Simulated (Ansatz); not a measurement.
The cluster CuH2 (the lowest doublet isomer of a short search) was relaxed with PBE-D4 (def2-TZVP) in Ansatz in these states: charge +1 singlet, neutral doublet, neutral quartet. The geometries follow in no particular order.

A:

```xyz
3

Cu   -0.107   -0.449   -0.116
H     0.953   -0.220    0.961
H    -0.846    0.669   -0.846
```

B:

Cartesian coordinates in Å:
```
Cu 0.4720 -0.9780 -0.1831
H -0.3112 0.3807 0.4758
H -0.1607 0.5973 -0.2926
```

C:

```xyz
3

Cu   -0.422   -0.596   -0.659
H    -0.668    0.548    0.665
H     1.090    0.047   -0.007
```

Judge from the bond lengths which geometry belongs to which state (an estimate).

A is the neutral doublet (Cu1–H3 1.527 Å, Cu1–H2 1.528 Å); B is the charge +1 singlet (Cu1–H3 1.701 Å, Cu1–H2 1.701 Å); C is the neutral quartet (Cu1–H3 1.767 Å, Cu1–H2 1.767 Å).

At PBE0-D4/def2-TZVP a doublet lies 3.76 eV below the neutral quartet. In the charge 1 singlet, H2 and H3 lie 0.81 Å apart (atoms count from 1), so H2 has formed as a molecule. These are the stationary points nearest to one start from a short search; other shapes may lie lower in each state.
